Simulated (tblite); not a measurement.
A geometry optimisation, step by step.

Species: CH11PSi3.
Bonds: Si1–C2, C2–Si3, Si3–P4, P4–Si5. Hydrogens: H6, H7, H8 on Si1; H9, H10 on C2; H11, H12 on Si3; H13 on P4; H14, H15, H16 on Si5.

Computed with GFN2-xTB (tblite), gas phase: L-BFGS steps from a force-field or distance-geometry start until the largest atomic force falls under 0.01 eV/Å. 10 of its 244 geometries are shown.

Step 0: E = -419.9496 eV, largest atomic force 1.874 eV/Å
```
atom  x, y, z in Å  |  force x, y, z in eV/Å
Si1    -2.885    0.158    0.534   -0.970   0.316   0.694
C2     -1.351    0.281   -0.523    0.165   0.811  -1.012
Si3    -0.064   -0.996   -0.073    0.030  -1.217  -0.355
P4      1.480   -0.257    1.282    0.240  -0.463   1.800
Si5     3.083    0.838    0.266    1.002  -0.041  -0.153
H6     -3.429    1.535    0.682    0.057  -0.368  -0.010
H7     -3.913   -0.711   -0.080    0.233   0.161   0.027
H8     -2.593   -0.406    1.865   -0.035   0.148  -0.148
H9     -0.948    1.315   -0.525   -0.186  -0.592   0.045
H10    -1.659    0.074   -1.566    0.207   0.209   0.400
H11     0.487   -1.535   -1.328    0.040  -0.091  -0.018
H12    -0.793   -2.078    0.637    0.325   0.088  -0.125
H13     2.107   -1.450    1.875   -0.554   1.100  -1.018
H14     4.285   -0.029    0.147   -0.269   0.173  -0.089
H15     2.673    1.304   -1.068   -0.012  -0.026   0.179
H16     3.512    1.965    1.133   -0.275  -0.208  -0.216
```

Step 27: E = -420.3604 eV, largest atomic force 0.106 eV/Å
```
atom  x, y, z in Å  |  force x, y, z in eV/Å
Si1    -2.896    0.212    0.572    0.000  -0.002  -0.001
C2     -1.325    0.253   -0.511   -0.011  -0.026   0.054
Si3    -0.015   -1.062   -0.103    0.022  -0.013   0.031
P4      1.349   -0.171    1.435    0.040   0.039  -0.042
Si5     3.002    0.799    0.281    0.029   0.028   0.005
H6     -3.476    1.559    0.638    0.022  -0.043  -0.011
H7     -3.867   -0.688   -0.063    0.045   0.009   0.038
H8     -2.601   -0.260    1.927   -0.002   0.038  -0.044
H9     -0.860    1.236   -0.409   -0.026  -0.008  -0.066
H10    -1.624    0.146   -1.554    0.041   0.058   0.034
H11     0.700   -1.511   -1.310   -0.010   0.017  -0.010
H12    -0.592   -2.244    0.546   -0.024  -0.030  -0.040
H13     2.038   -1.345    1.654   -0.029   0.007   0.020
H14     4.117   -0.142    0.137   -0.025   0.026  -0.039
H15     2.595    1.273   -1.047   -0.046  -0.078   0.056
H16     3.445    1.954    1.065   -0.024  -0.023   0.016
```

Step 54: E = -420.3854 eV, largest atomic force 0.073 eV/Å
```
atom  x, y, z in Å  |  force x, y, z in eV/Å
Si1    -2.824    0.238    0.586   -0.028  -0.001   0.012
C2     -1.274    0.272   -0.519    0.010   0.015   0.022
Si3     0.016   -1.067   -0.130    0.018  -0.046  -0.001
P4      1.300   -0.207    1.494   -0.071  -0.006  -0.014
Si5     2.916    0.764    0.300   -0.026   0.018  -0.003
H6     -3.510    1.534    0.508    0.029  -0.027  -0.007
H7     -3.723   -0.798    0.065    0.014  -0.007   0.032
H8     -2.478   -0.051    1.978   -0.004   0.026  -0.040
H9     -0.789    1.242   -0.406   -0.004   0.033  -0.017
H10    -1.582    0.199   -1.561    0.016  -0.017   0.020
H11     0.788   -1.423   -1.334   -0.014   0.007   0.012
H12    -0.577   -2.304    0.392   -0.012   0.010  -0.007
H13     1.968   -1.381    1.765    0.037   0.006  -0.028
H14     4.025   -0.154    0.034   -0.008   0.016   0.009
H15     2.360    1.222   -0.977    0.020   0.002  -0.007
H16     3.375    1.925    1.062    0.023  -0.030   0.016
```

Step 81: E = -420.4112 eV, largest atomic force 0.088 eV/Å
```
atom  x, y, z in Å  |  force x, y, z in eV/Å
Si1    -2.729    0.298    0.619   -0.045  -0.026   0.050
C2     -1.250    0.255   -0.577   -0.003   0.005  -0.011
Si3    -0.002   -1.128   -0.209    0.001  -0.014   0.007
P4      1.238   -0.327    1.474    0.004   0.039  -0.016
Si5     2.834    0.791    0.382    0.004   0.012   0.006
H6     -3.619    1.406    0.248    0.039  -0.011  -0.003
H7     -3.468   -0.963    0.475    0.019   0.046   0.018
H8     -2.288    0.472    2.005   -0.004  -0.005  -0.088
H9     -0.734    1.216   -0.533   -0.005  -0.007  -0.011
H10    -1.618    0.149   -1.597   -0.011  -0.010   0.002
H11     0.782   -1.498   -1.402   -0.011   0.043   0.023
H12    -0.664   -2.348    0.267    0.019   0.000   0.010
H13     1.970   -1.476    1.664    0.027  -0.034  -0.007
H14     3.909   -0.095   -0.068   -0.010   0.009   0.009
H15     2.265    1.457   -0.794   -0.013  -0.003   0.022
H16     3.366    1.799    1.302   -0.009  -0.043  -0.010
```

Step 108: E = -420.4293 eV, largest atomic force 0.055 eV/Å
```
atom  x, y, z in Å  |  force x, y, z in eV/Å
Si1    -2.659    0.403    0.638    0.025   0.014  -0.015
C2     -1.290    0.152   -0.659    0.009  -0.020  -0.007
Si3     0.022   -1.162   -0.257   -0.037  -0.012  -0.039
P4      1.232   -0.477    1.494   -0.016   0.006   0.002
Si5     2.761    0.812    0.507    0.000   0.007   0.009
H6     -3.691    1.263    0.046    0.000   0.005   0.002
H7     -3.265   -0.884    0.984    0.018   0.007  -0.003
H8     -2.117    1.063    1.823    0.019  -0.019   0.028
H9     -0.794    1.108   -0.833   -0.014  -0.007   0.004
H10    -1.757   -0.124   -1.604    0.010  -0.005  -0.011
H11     0.852   -1.422   -1.447    0.014   0.010  -0.012
H12    -0.596   -2.437    0.121   -0.017  -0.011   0.030
H13     2.020   -1.609    1.527   -0.012   0.012   0.018
H14     3.742    0.031   -0.250   -0.016   0.006  -0.030
H15     2.079    1.741   -0.396    0.014   0.000   0.009
H16     3.452    1.550    1.563    0.002   0.008   0.014
```

Step 135: E = -420.4513 eV, largest atomic force 0.022 eV/Å
```
atom  x, y, z in Å  |  force x, y, z in eV/Å
Si1    -2.511    0.474    0.638    0.004  -0.004  -0.003
C2     -1.325    0.029   -0.783    0.000  -0.012   0.000
Si3     0.034   -1.216   -0.330   -0.006  -0.017   0.010
P4      1.104   -0.465    1.484    0.000  -0.012   0.008
Si5     2.653    0.865    0.603    0.014   0.015  -0.009
H6     -3.588    1.308    0.095    0.003   0.013  -0.006
H7     -3.094   -0.751    1.188   -0.012  -0.011   0.003
H8     -1.800    1.217    1.677    0.005   0.003  -0.006
H9     -0.867    0.946   -1.157    0.000  -0.013   0.004
H10    -1.896   -0.388   -1.612   -0.002   0.017  -0.006
H11     0.931   -1.438   -1.478    0.000   0.003   0.005
H12    -0.539   -2.515    0.044   -0.005   0.006  -0.002
H13     1.934   -1.561    1.595   -0.006   0.001  -0.006
H14     3.412    0.227   -0.479   -0.010   0.020   0.002
H15     1.978    2.055    0.083    0.001  -0.018   0.011
H16     3.567    1.221    1.688    0.013   0.010  -0.006
```

Step 162: E = -420.4565 eV, largest atomic force 0.036 eV/Å
```
atom  x, y, z in Å  |  force x, y, z in eV/Å
Si1    -2.475    0.511    0.606    0.021  -0.015   0.025
C2     -1.313   -0.037   -0.797    0.000  -0.016   0.013
Si3     0.040   -1.272   -0.300    0.002  -0.022   0.029
P4      1.124   -0.518    1.509   -0.018   0.009  -0.021
Si5     2.582    0.914    0.631   -0.008   0.028   0.000
H6     -3.425    1.484    0.054   -0.013  -0.004   0.008
H7     -3.203   -0.655    1.110   -0.014   0.013  -0.008
H8     -1.708    1.137    1.683   -0.001   0.011  -0.012
H9     -0.851    0.848   -1.233    0.024   0.011   0.004
H10    -1.906   -0.491   -1.591    0.012   0.002  -0.015
H11     0.954   -1.498   -1.434    0.002  -0.011  -0.014
H12    -0.533   -2.568    0.082   -0.003   0.020  -0.002
H13     2.008   -1.576    1.559   -0.005  -0.004  -0.017
H14     3.161    0.469   -0.640    0.005  -0.018  -0.021
H15     1.881    2.179    0.410   -0.022  -0.013   0.011
H16     3.656    1.082    1.607    0.018   0.009   0.019
```

Step 189: E = -420.4646 eV, largest atomic force 0.022 eV/Å
```
atom  x, y, z in Å  |  force x, y, z in eV/Å
Si1    -2.443    0.514    0.581    0.011   0.017   0.009
C2     -1.198    0.001   -0.762    0.004  -0.004  -0.004
Si3     0.027   -1.352   -0.239    0.009   0.002  -0.006
P4      1.188   -0.615    1.525   -0.009   0.001   0.000
Si5     2.475    0.947    0.599   -0.001   0.009   0.002
H6     -3.292    1.580    0.037   -0.003   0.003   0.000
H7     -3.285   -0.632    0.930    0.005  -0.002   0.001
H8     -1.732    1.013    1.758   -0.006  -0.006  -0.009
H9     -0.639    0.884   -1.074   -0.001  -0.009  -0.002
H10    -1.739   -0.345   -1.642    0.001  -0.001   0.004
H11     0.910   -1.705   -1.366   -0.011   0.002  -0.003
H12    -0.662   -2.572    0.193   -0.004  -0.005   0.002
H13     2.133   -1.617    1.463    0.007  -0.008   0.000
H14     2.955    0.601   -0.744    0.001   0.001   0.008
H15     1.669    2.166    0.516    0.000  -0.005   0.003
H16     3.624    1.142    1.482   -0.003   0.004  -0.004
```

Step 216: E = -420.4671 eV, largest atomic force 0.021 eV/Å
```
atom  x, y, z in Å  |  force x, y, z in eV/Å
Si1    -2.337    0.581    0.565    0.002   0.000   0.010
C2     -1.166   -0.048   -0.796   -0.001   0.002  -0.003
Si3     0.024   -1.424   -0.255    0.010   0.003   0.003
P4      1.196   -0.723    1.517    0.006   0.000  -0.004
Si5     2.351    0.979    0.664   -0.019  -0.005   0.006
H6     -3.207    1.613   -0.009    0.004  -0.003  -0.002
H7     -3.162   -0.529    1.044   -0.003   0.007   0.002
H8     -1.561    1.161    1.662    0.003  -0.007  -0.002
H9     -0.586    0.796   -1.172   -0.001  -0.001  -0.006
H10    -1.754   -0.414   -1.636    0.002   0.004   0.003
H11     0.904   -1.797   -1.378   -0.009  -0.003   0.003
H12    -0.701   -2.624    0.178    0.005  -0.002  -0.004
H13     2.202   -1.654    1.365   -0.006  -0.004  -0.002
H14     2.708    0.810   -0.749    0.007  -0.001   0.000
H15     1.507    2.166    0.805   -0.003   0.006  -0.006
H16     3.576    1.116    1.451    0.003   0.005   0.004
```

Step 243: E = -420.4697 eV, largest atomic force 0.007 eV/Å
```
atom  x, y, z in Å  |  force x, y, z in eV/Å
Si1    -2.276    0.608    0.587   -0.006   0.000  -0.001
C2     -1.170   -0.071   -0.803    0.001  -0.001  -0.002
Si3     0.025   -1.449   -0.277    0.000  -0.005  -0.001
P4      1.197   -0.764    1.500    0.002   0.005  -0.002
Si5     2.295    0.990    0.679   -0.003  -0.002   0.002
H6     -3.100    1.690    0.035    0.004   0.003   0.003
H7     -3.154   -0.457    1.074   -0.001  -0.003   0.003
H8     -1.449    1.132    1.673    0.000   0.004   0.000
H9     -0.594    0.754   -1.225   -0.002   0.006   0.002
H10    -1.797   -0.448   -1.610    0.002  -0.004  -0.006
H11     0.899   -1.810   -1.406    0.001   0.000  -0.001
H12    -0.695   -2.656    0.145    0.001   0.002   0.002
H13     2.225   -1.663    1.316    0.001  -0.004   0.001
H14     2.791    0.792   -0.688    0.001   0.001   0.004
H15     1.365    2.118    0.691    0.002   0.000  -0.001
H16     3.431    1.244    1.565   -0.003  -0.001  -0.004
```

Q: Summarise the path.

A: The energy falls by 50.18 kJ/mol from step 0 to step 243; nine tenths of that is first reached at step 91. It rises by more than 0.2 meV at step 122. The largest force goes from 1.874 to 0.007 eV/Å. Among the bonds P4–H13 changes most, from 1.473 to 1.378 Å; the atoms move by 1.137 Å rms after alignment.

Q: Follow the three bonds and two angles with the largest change from start to end.

A: 
| step | E above end (kJ/mol) | largest force (eV/Å) | P4–H13 (Å) | Si3–P4 (Å) | Si1–C2 (Å) | Si3–P4–Si5 (°) | Si3–P4–H13 (°) |
| --- | --- | --- | --- | --- | --- | --- | --- |
| 0 | 50.18 | 1.874 | 1.473 | 2.182 | 1.866 | 113.5 | 106.1 |
| 11 | 13.95 | 0.206 | 1.371 | 2.236 | 1.905 | 109.2 | 95.1 |
| 21 | 11.50 | 0.121 | 1.375 | 2.238 | 1.906 | 107.7 | 93.0 |
| 32 | 9.73 | 0.075 | 1.378 | 2.238 | 1.905 | 104.6 | 94.9 |
| 42 | 8.76 | 0.043 | 1.378 | 2.240 | 1.906 | 102.1 | 95.9 |
| 53 | 8.19 | 0.092 | 1.379 | 2.242 | 1.905 | 101.3 | 95.5 |
| 63 | 7.38 | 0.045 | 1.377 | 2.237 | 1.901 | 99.6 | 94.7 |
| 74 | 6.52 | 0.081 | 1.375 | 2.235 | 1.900 | 99.9 | 95.9 |
| 85 | 5.30 | 0.041 | 1.379 | 2.235 | 1.903 | 102.5 | 95.5 |
| 95 | 4.76 | 0.039 | 1.378 | 2.237 | 1.902 | 102.7 | 95.1 |
| 106 | 3.98 | 0.074 | 1.382 | 2.239 | 1.903 | 101.8 | 94.6 |
| 116 | 3.52 | 0.058 | 1.381 | 2.236 | 1.905 | 101.6 | 94.3 |
| 127 | 2.30 | 0.063 | 1.382 | 2.235 | 1.905 | 101.5 | 94.2 |
| 137 | 1.74 | 0.032 | 1.380 | 2.237 | 1.903 | 102.5 | 94.9 |
| 148 | 1.60 | 0.029 | 1.379 | 2.237 | 1.902 | 103.0 | 94.5 |
| 158 | 1.40 | 0.036 | 1.379 | 2.237 | 1.902 | 103.1 | 94.5 |
| 169 | 0.91 | 0.049 | 1.378 | 2.236 | 1.903 | 102.6 | 94.1 |
| 180 | 0.56 | 0.029 | 1.379 | 2.237 | 1.902 | 101.8 | 94.7 |
| 190 | 0.49 | 0.021 | 1.378 | 2.237 | 1.902 | 101.7 | 94.7 |
| 201 | 0.36 | 0.032 | 1.378 | 2.238 | 1.902 | 101.6 | 94.7 |
| 211 | 0.27 | 0.015 | 1.379 | 2.237 | 1.902 | 102.0 | 94.6 |
| 222 | 0.22 | 0.016 | 1.378 | 2.237 | 1.902 | 102.0 | 94.8 |
| 232 | 0.14 | 0.053 | 1.379 | 2.234 | 1.902 | 102.1 | 94.9 |
| 243 | 0.00 | 0.007 | 1.378 | 2.237 | 1.902 | 101.9 | 94.9 |

What follows is the cost of the whole relaxation. On an Arm Neoverse V1 with one thread, shared host, this took 2.0 s wall.
